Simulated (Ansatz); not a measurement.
Basis sets compared for Be4F6⁺. The state is a doublet with charge 1. Geometry r2SCAN-D4/def2-SVP. Ansatz on 4 threads of Intel Xeon 6975P-C on a shared host; times are rough, and most runs start from earlier orbitals.

```
atom    x (Å)    y (Å)    z (Å)
 Be1   1.9694  -1.1420  -0.0882
 Be2  -0.7177  -1.7109  -0.1793
 Be3   0.7277   1.7187   0.1821
 Be4  -1.5620   0.3040   0.0065
  F5  -1.3928  -0.9067   1.0137
  F6   1.5354   2.8393   0.3022
  F7   0.6769  -2.2110  -0.2077
  F8  -0.9038   1.6257   0.1484
  F9  -1.3552  -0.6853  -1.2125
 F10   1.0220   0.1681   0.0348
```

Another isomer (doublet) lies 0.39 eV lower at PBE0-D4/def2-TZVP; other spin states weren't run for this one.

```
           level  functions  energy (Eh)  HOMO (eV)  LUMO (eV)  wall time
 PBE-D4/def2-SVP        120    -657.0720      -8.93      -7.60      1.4 s
PBE0-D4/def2-SVP        120    -657.0901      -9.84      -6.75      1.9 s
```

Question: Estimate the rows for PBE-D4/def2-TZVP (with forces), PBE0-D4/def2-TZVP.

Answer: 
| level | functions | energy (Eh) | HOMO (eV) | LUMO (eV) | wall time |
| --- | --- | --- | --- | --- | --- |
| PBE-D4/def2-TZVP (with forces) | 262 | -657.8753 | -8.94 | -7.50 | 3 s |
| PBE0-D4/def2-TZVP | 262 | -657.8943 | -9.85 | -6.65 | 5.5 s |
